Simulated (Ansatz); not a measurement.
The molecule YF, closed-shell singlet (the spin of the measured ground state). No spin–orbit coupling.

D_e counts from the fitted minimum to each atom's lowest state at the same level, without counterpoise. The singlet is restricted.

Correlated levels freeze the inner cores; with def2 sets outer-core shells near the valence are correlated too. CBS: X⁻³ extrapolation of the correlation energy, Hartree–Fock from the larger set.

Run with Ansatz (Gaussian basis) for Hartree–Fock, density functionals and correlated methods. Each number belongs to the level named beside it. In def2 rows elements past Kr take small-core potentials, without spin–orbit coupling.

```json
[
 {"level": "SVWN5/def2-TZVPP", "bond energy D_e (kcal/mol)": "186.40"},
 {"level": "B97M-V/def2-TZVPP", "bond energy D_e (kcal/mol)": "159.98"},
 {"level": "PBE0/def2-TZVPP", "bond energy D_e (kcal/mol)": "156.40"},
 {"level": "BHLYP/def2-TZVPP", "bond energy D_e (kcal/mol)": "…"},
 {"level": "wB97X-V/def2-TZVPP", "bond energy D_e (kcal/mol)": "162.35"},
 {"level": "wB97M-V/def2-TZVPP", "bond energy D_e (kcal/mol)": "160.75"},
 {"level": "CCSD/def2-TZVPP", "bond energy D_e (kcal/mol)": "156.80"},
 {"level": "CCSD/def2-QZVPP", "bond energy D_e (kcal/mol)": "159.21"},
 {"level": "CCSD(T)/CBS(def2-TZVPP, def2-QZVPP)", "bond energy D_e (kcal/mol)": "164.14"}
]
```

Question: Complete the blanks.

Answer: 
- BHLYP/def2-TZVPP, bond energy D_e (kcal/mol): 148.79

Doubts at one or more of the structures used: a restricted determinant that unrestricted orbitals would lower (CCSD/def2-TZVPP, CCSD/def2-QZVPP, CCSD(T)/CBS(def2-TZVPP, def2-QZVPP)).

Ansatz is an electronic-structure program.
